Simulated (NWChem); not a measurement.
Molecule: C$_{2}$HBF$_{2}$O; SMILES C1OB(F)C=1F

Question: Give the equilibrium geometry at PBE-D3(BJ)/def2-SVP (NWChem) as an XYZ file, with the point group.

Answer: point group Cs; any orientation.
```
7

F      1.0474    -1.7721     0.0000
B      0.1941    -0.7732     0.0000
O     -1.2042    -0.8723     0.0000
C     -1.1886     0.5907     0.0000
C      0.1422     0.8123     0.0000
F      0.8862     1.9103     0.0000
H     -2.1454     1.1328     0.0000
```
